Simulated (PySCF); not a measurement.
Shieldings and the share of exact exchange

Molecule: SMILES C[O][AlH2-][NH3+], CH₈AlNO.

Molfile (atoms numbered from 1):
```
CH8AlNO
     RDKit          3D

 12 11  0  0  0  0  0  0  0  0999 V2000
    1.8260   -1.1181    0.4199 C   0  0  0  0  0  0  0  0  0  0  0  0
    0.5713   -0.5828    0.2076 O   0  0  0  0  0  0  0  0  0  0  0  0
   -0.1286    1.0072    0.2892 Al  0  0  0  0  0  4  0  0  0  0  0  0
   -1.9178    0.3430   -0.4464 N   0  0  0  0  0  0  0  0  0  0  0  0
    2.6165   -0.6232   -0.1816 H   0  0  0  0  0  0  0  0  0  0  0  0
    1.8460   -2.1898    0.1448 H   0  0  0  0  0  0  0  0  0  0  0  0
    2.1463   -1.0582    1.4804 H   0  0  0  0  0  0  0  0  0  0  0  0
    0.3210    2.0633   -0.8338 H   0  0  0  0  0  0  0  0  0  0  0  0
   -0.5643    1.5510    1.7355 H   0  0  0  0  0  0  0  0  0  0  0  0
   -1.7590   -0.0940   -1.3556 H   0  0  0  0  0  0  0  0  0  0  0  0
   -2.6391    1.0562   -0.5570 H   0  0  0  0  0  0  0  0  0  0  0  0
   -2.2800   -0.3822    0.1748 H   0  0  0  0  0  0  0  0  0  0  0  0
  1  2  1  0
  2  3  1  0
  3  4  1  0
  1  5  1  0
  1  6  1  0
  1  7  1  0
  3  8  1  0
  3  9  1  0
  4 10  1  0
  4 11  1  0
  4 12  1  0
M  CHG  2   3  -1   4   1
M  END
```

GIAO shieldings (ppm, equivalent atoms averaged) in PySCF 2.14.0 with density-fitted response routines on the PBE0-D3(BJ)/def2-SVP geometry, basis pcSseg-2, gas phase, non-relativistic:

```csv
functional,exact exchange (%),σ(C1),σ(O2),σ(Al3)
BLYP,0,118.6,298.2,426.2
BP86,0,123.0,305.2,429.0
PBE,0,123.3,303.9,428.0
PBE0,25,130.2,320.1,442.4
mPW1PW91,25,129.5,320.1,443.3
BHandHLYP,50,132.3,327.2,452.8
HF,100,143.1,345.4,483.9
```

(1) Fit each shielding as a line in the percentage of exact exchange.

(2) What does the line predict for B3LYP (20 %), and what does the run give?

Results:

(1) σ(C1) = 122.5 + 0.21 x (rms 1.9 ppm); σ(O2) = 304.8 + 0.43 x (rms 3.6 ppm); σ(Al3) = 427.9 + 0.55 x (rms 1.5 ppm). The functionals also differ in their semilocal parts, which the line can't hold; Hartree–Fock has no correlation at all.

(2) σ(C1): 126.7 predicted, 124.7 computed; σ(O2): 313.4 predicted, 312.4 computed; σ(Al3): 438.9 predicted, 436.8 computed ppm.
